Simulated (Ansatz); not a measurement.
The same path of BFH$_{7}$NSi (11 atoms, charge 0, multiplicity 1) was run 3 times with different band settings. Lost on the way: B1–F2, N5–H11. Made: F2–H11.

These are results of RKS PBE-D4/cc-pVDZ in Ansatz, not measurements.

Relaxed end points:

```xyz
11
Properties=species:S:1:pos:R:3
B 0.154 -0.364 0.041
F -0.301 0.879 0.547
H 1.393 -0.457 0.016
H -0.415 -0.741 -0.985
N -0.315 -1.452 1.245
H -0.972 -2.156 0.881
Si 1.215 -2.169 1.970
H 1.909 -2.912 0.871
H 1.993 -1.020 2.528
H 0.811 -3.123 3.071
H -0.839 -0.876 1.924
```

```xyz
11
Properties=species:S:1:pos:R:3
B 0.243 -0.739 -0.392
F -0.538 0.309 2.465
H 1.224 -0.030 -0.317
H -0.551 -0.664 -1.309
N 0.012 -1.686 0.640
H -0.789 -2.317 0.520
Si 1.185 -2.141 1.946
H 1.871 -3.423 1.541
H 2.171 -1.021 2.060
H 0.422 -2.380 3.219
H -0.616 -0.299 1.736
```

Common settings: spring 5.0 eV/Å²; optimiser quadratic models (default); start path through a guess of the saddle point; force threshold 0.05 eV/Å; iteration limit 60; end points relaxed.

| run | movable images | climbing image |
| --- | --- | --- |
| 1 | 5 | yes |
| 2 | 4 | no |
| 3 | 3 | no |

(1) What does each run give, and how far can it be trusted?

Answers

(1) Run 1: converged after 15 iterations, highest image 1.020 eV above the first end. The profile has 2 maxima (images 1, 4) with wells between them (image 2): this band takes more than one step, which may be the mechanism or a detour left from its start path. A vibrational analysis at the climbing image gives one clearly imaginary mode, 466i cm⁻¹: a first-order saddle point.
Run 2: converged after 26 iterations, highest image 0.869 eV above the first end. No image climbed, so the highest image needn't sit at the top of the path.
Run 3: converged after 12 iterations, highest image 0.846 eV above the first end. No image climbed, so the highest image needn't sit at the top of the path. So few images can step over the top or miss a turn of the path.
The orbitals stay closed-shell, which can raise the energy where a bond breaks towards radicals; this wasn't checked here.
